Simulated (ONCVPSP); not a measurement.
**Ag (Z = 47), ONCV: configuration errors across variants**

- Element: Ag (Z = 47)
- Generator: ONCVPSP 4.0.1
- Type: optimised norm-conserving Vanderbilt (ONCV)
- Functional: PBE
- Relativity: scalar-relativistic
- Frozen core: [Ar] 3d10
- Valence charge: 19
- Reference configuration: 4s2 4p6 4d10 5s1
- Partial waves: 4s+5s: rc 1.55 bohr, ncon 3, nbas 6, qcut 10.3 1/bohr, 3 projectors, debl 2.6 Ha; 4p: rc 1.55 bohr, ncon 4, nbas 9, qcut 8.4 1/bohr, 2 projectors, debl 3.5 Ha; 4d: rc 1.20 bohr, ncon 4, nbas 9, qcut 7.5 1/bohr, local
- Local potential: the d channel
- Core correction: Teter function, parameters optimised by the program

All-electron excitation energies from the reference (eV): (1) 4s2 4p6 4d10 5s0 7.757; (2) 4s2 4p6 4d9 5s0 29.871; (3) 4s2 4p6 4d8 5s0 66.064; (4) 4s2 4p6 4d9 5s1 5p1 8.572.

1 further variants failed, have other tests or another functional or relativity, and are left out.

Errors AE − PS in meV (a dash: test not solved or not reliable):

```tsv
change	(1)	(2)	(3)	(4)	bound ghosts	GHOST(+) flags above zero
base	-1.8	-3.8	-7.5	-0.6	none	s
d: nproj 1; local potential polynomial inside 1.00 bohr (lpopt 4, dvloc0 0 Ha)	-1.7	-2.4	-1.1	+0.7	none	s
d: qcut 8.3	-1.7	-3.2	-4.7	0.0	none	s
d: nbas 7	-1.7	-3.3	-5.4	-0.2	none	s
```

Q: Give the same row for: s: qcut 9.

A: -1.8, -3.7, -7.3, -0.6; bound ghosts: none; GHOST(+) flags above zero: s.
